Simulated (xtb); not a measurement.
CNO, doublet, at a GFN2-xTB geometry; xtb 6.7.1 with GFN0-xTB.

The xtb input:
```
$ xtb mol.xyz --gfn 0 --uhf 1 --ohess --json

# file mol.xyz
3

N     -0.00000000    -0.00000000    -1.24271828
C     -0.00000000    -0.00000000    -0.04267674
O      0.00000000     0.00000000     1.11938605
```

What the program printed (banner, timings and long lists left out):

```
   ID    Z sym.   atoms
    1    7 N      1
    2    6 C      2
    3    8 O      3

           -------------------------------------------------
          |                Calculation Setup                |
           -------------------------------------------------

           -------------------------------------------------
          |                 G F N 0 - x T B                 |
           -------------------------------------------------

          ...................................................
          :                      SETUP                      :
          :.................................................:
          :  # basis functions                  12          :
          :  # atomic orbitals                  12          :
          :  # shells                            6          :
          :  # electrons                        15          :
          :  electronic temp.          300.0000000     K    :
          :  accuracy                    1.0000000          :
          :  -> integral cutoff          0.2500000E+02      :
          :  -> integral neglect         0.1000000E-07      :
          ...................................................

         :::::::::::::::::::::::::::::::::::::::::::::::::::::
         ::                     SUMMARY                     ::
         :::::::::::::::::::::::::::::::::::::::::::::::::::::
         :: total energy              -8.275947920376 Eh    ::
         :: gradient norm              0.075700228015 Eh/a0 ::
         :: HOMO-LUMO gap              6.612557325575 eV    ::
         ::.................................................::
         :: H0 energy                 -8.305511532930 Eh    ::
         :: repulsion energy           0.111230756229 Eh    ::
         :: electrostat energy        -0.056451453974 Eh    ::
         :: -> Gsolv                   0.000000000000 Eh    ::
         ::    -> Gsasa                0.000000000000 Eh    ::
         ::    -> Gshift               0.000000000000 Eh    ::
         :: dispersion energy         -0.000337736726 Eh    ::
         :: short-range corr.         -0.024877952974 Eh    ::
         :: add. restraining           0.000000000000 Eh    ::
         :: total charge              -0.000000000000 e     ::
         :::::::::::::::::::::::::::::::::::::::::::::::::::::

      -----------------------------------------------------------
     |                   =====================                   |
     |                        A N C O P T                        |
     |                   =====================                   |
     |               Approximate Normal Coordinate               |
     |                Rational Function Optimizer                |
      -----------------------------------------------------------
      -----------------------------------------------------------
     |                   =====================                   |
     |                        A N C O P T                        |
     |                   =====================                   |
     |               Approximate Normal Coordinate               |
     |                Rational Function Optimizer                |
      -----------------------------------------------------------

          ...................................................
          :                      SETUP                      :
          :.................................................:
          :   optimization level            normal          :
          :   max. optcycles                   200          :
          :   ANC micro-cycles                  20          :
          :   degrees of freedom                 4          :
          :.................................................:
          :   RF solver                   davidson          :
          :   write xtbopt.log                true          :
          :   linear (good luck)              true          :
          :   energy convergence         0.5000000E-05 Eh   :
          :   grad. convergence          0.1000000E-02 Eh/α :
          :   maxmium RF displ.          1.0000000          :
          :   Hlow (freq-cutoff)         0.1000000E-01      :
          :   Hmax (freq-cutoff)         5.0000000          :
          :   S6 in model hess.         20.0000000          :
          ...................................................

generating ANC from exact Hessian ...
Using Lindh-Hessian (1995)
 Shifting diagonal of input Hessian by    0.0000000000000000
 Lowest  eigenvalues of input Hessian
    0.000000    0.000000    0.000000    0.000000    0.000000    0.969411
    0.969411    1.023228    2.990941
 Highest eigenvalues
    0.000000    0.000000    0.969411    0.969411    1.023228    2.990941

........................................................................
.............................. CYCLE    1 ..............................
........................................................................
 * total energy  :    -8.2759479 Eh     change        0.0000000E+00 Eh
   gradient norm :     0.0757002 Eh/α   predicted     0.0000000E+00 (   0.00%)
   displ. norm   :     0.0327483 α      lambda       -0.2245111E-02
   maximum displ.:     0.0241261 α      in ANC's #4, #3, #2, ...

........................................................................
.............................. CYCLE    2 ..............................
........................................................................
 * total energy  :    -8.2774744 Eh     change       -0.1526487E-02 Eh
   gradient norm :     0.0312357 Eh/α   predicted    -0.1123760E-02 ( -26.38%)
   displ. norm   :     0.0175952 α      lambda       -0.5461435E-03
   maximum displ.:     0.0174468 α      in ANC's #4, #3, #2, ...

........................................................................
.............................. CYCLE    3 ..............................
........................................................................
[...]
 * total energy  :    -8.2777408 Eh     change       -0.2663863E-03 Eh
 * total energy  :    -8.2777478 Eh     change       -0.7000595E-05 Eh
 * total energy  :    -8.2777479 Eh     change       -0.8646483E-07 Eh
   *** GEOMETRY OPTIMIZATION CONVERGED AFTER 5 ITERATIONS ***
         :: total energy              -8.277747880558 Eh    ::
[...]
         5        2.0000           -0.5263036             -14.3214
         6        2.0000           -0.4820858             -13.1182
         7        1.5000           -0.4288372             -11.6693
         8        1.5000           -0.4288372             -11.6693 (HOMO)
         9                         -0.1792011              -4.8763 (LUMO)
        10                         -0.1792011              -4.8763
        11                          0.1924101               5.2357
        12                          1.0240466              27.8657
      -------------------------------------------------------------
                  HL-Gap            0.2496360 Eh            6.7929 eV
             Fermi-level            0.0000000 Eh            0.0000 eV

     #   Z          covCN         q      C6AA      α(0)
     1   7 N        0.911    -0.535    33.787     8.414
     2   6 C        1.766     0.941    15.424     6.342
     3   8 O        0.856    -0.406    21.733     6.255

 Mol. C6AA /au·bohr⁶  :        206.365340
 Mol. C8AA /au·bohr⁸  :       4786.338179
 Mol. α(0) /au        :         21.011573

Wiberg/Mayer (AO) data.
largest (>0.10) Wiberg bond orders for each atom

 ---------------------------------------------------------------------------
     #   Z sym  total        # sym  WBO       # sym  WBO       # sym  WBO
 ---------------------------------------------------------------------------
     1   7 N    2.039 --     2 C    1.817     3 O    0.222
     2   6 C    3.895 --     3 O    2.078     1 N    1.817
     3   8 O    2.300 --     2 C    2.078     1 N    0.222
 ---------------------------------------------------------------------------

Topologies differ in total number of bonds
Writing topology from bond orders to xtbtopo.mol

 dipole moment from electron density (au)
     X       Y       Z
   0.0000   0.0000   2.5361  total (Debye):    6.446

           -------------------------------------------------
          |               Frequency Printout                |
           -------------------------------------------------
 vibrational frequencies (cm⁻¹)
eigval :        0.00     0.00     0.00     0.00     0.00   479.63
eigval :      479.63  1333.73  1928.34
 reduced masses (amu)
   1: 14.19   2: 14.19   3: 14.19   4: 14.95   5: 14.95   6: 12.87   7: 12.87   8: 14.77
   9: 13.05
 IR intensities (km·mol⁻¹)
   1:  0.00   2:  0.00   3:  0.00   4:  0.88   5:  0.88   6:100.92   7:100.92   8:  0.00
   9:  0.07
 Raman intensities (Ä⁴*amu⁻¹)
   1:  0.00   2:  0.00   3:  0.00   4:  0.00   5:  0.00   6:  0.00   7:  0.00   8:  0.00
   9:  0.00
 output can be read by thermo (or use thermo option).
 writing <g98.out> molden fake output.
 recommended (thermochemical) frequency scaling factor: 1.0
           -------------------------------------------------
          |             Thermodynamic Functions             |
           -------------------------------------------------

cin symmetry found (for desy threshold:  0.10E+00) used in thermo

          ...................................................
          :                      SETUP                      :
          :.................................................:
          :  # frequencies                           4      :
          :  # imaginary freq.                       0      :
          :  linear?                              true      :
          :  only rotor calc.                    false      :
          :  symmetry                              cin      :
          :  rotational number                       1      :
          :  scaling factor                  1.0000000      :
          :  rotor cutoff                   50.0000000 cm⁻¹ :
          :  imag. cutoff                  -20.0000000 cm⁻¹ :
          :.................................................:

    mode    ω/cm⁻¹     T·S(HO)/kcal·mol⁻¹    T·S(FR)/kcal·mol⁻¹   T·S(vib)
   ------------------------------------------------------------------------
   ------------------------------------------------------------------------

   temp. (K)  partition function   enthalpy   heat capacity  entropy
                                   cal/mol     cal/K/mol   cal/K/mol   J/K/mol
 298.15  VIB   1.23                  307.351      2.738      1.448
         ROT   505.                  592.502      1.987     14.358
         INT   623.                  899.853      4.726     15.806
         TR   0.264E+27             1481.254      4.968     37.117
         TOT                        2381.1070     9.6939    52.9223   221.4268

       T/K    H(0)-H(T)+PV         H(T)/Eh          T*S/Eh         G(T)/Eh
   ------------------------------------------------------------------------
    298.15    0.379454E-02    0.134114E-01    0.251451E-01   -0.117337E-01
   ------------------------------------------------------------------------

         :::::::::::::::::::::::::::::::::::::::::::::::::::::
         ::                  THERMODYNAMIC                  ::
         :::::::::::::::::::::::::::::::::::::::::::::::::::::
         :: total free energy          -8.289481532748 Eh   ::
         ::.................................................::
         :: total energy               -8.277747880558 Eh   ::
         :: zero point energy           0.009616893071 Eh   ::
         :: G(RRHO) w/o ZPVE           -0.021350545261 Eh   ::
         :: G(RRHO) contrib.           -0.011733652190 Eh   ::
         :::::::::::::::::::::::::::::::::::::::::::::::::::::

optimized geometry written to: xtbopt.xyz

           -------------------------------------------------
          | TOTAL ENERGY               -8.277747880558 Eh   |
          | TOTAL ENTHALPY             -8.264336452026 Eh   |
          | TOTAL FREE ENERGY          -8.289481532748 Eh   |
          | GRADIENT NORM               0.000236076670 Eh/α |
          | HOMO-LUMO GAP               6.792942367780 eV   |
           -------------------------------------------------

normal termination of xtb
```
